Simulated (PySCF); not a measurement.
# Arsenic: a sound run and one with changed settings

Sound run: As [Ar] 3d10 4s2 4p3, As+ [Ar] 3d10 4s2 4p2. Calculation: PySCF 2.14, in jorge-DZP-DKH; scalar relativity by spin-free X2C-1e. The sound run starts from symmetry-adapted Hartree-Fock orbitals and uses a fine grid where one is needed.

A second run was set up differently.

```tsv
species	method	sound run (hartree)	changed run (hartree)	converged
As	UHF	-2258.89398	-2258.89398	yes
As	LDA	-2257.15016	-2257.15016	yes
As	M06-L	-2260.48726	-2260.48726	yes
As+	UHF	-2258.54714	-2258.54714	yes
As+	LDA	-2256.78548	-2256.78605	yes
As+	M06-L	-2260.13296	-2260.13408	yes
```

Ionisation energy of As:

```csv
method,sound run (eV),changed run (eV)
UHF,9.438,9.438
LDA,9.923,9.908
M06-L,9.641,9.611
```

(1) What was changed?
A. all electrons correlated in a valence basis
B. minimal basis
C. a valence shell is frozen
D. angular grid far too coarse

## Answers

(1) D. It used 14 angular points. A coarse angular grid integrates products of high-l functions wrongly, so density functionals can shift, and the SCF can exploit the error; Hartree-Fock and MP2 need no grid.
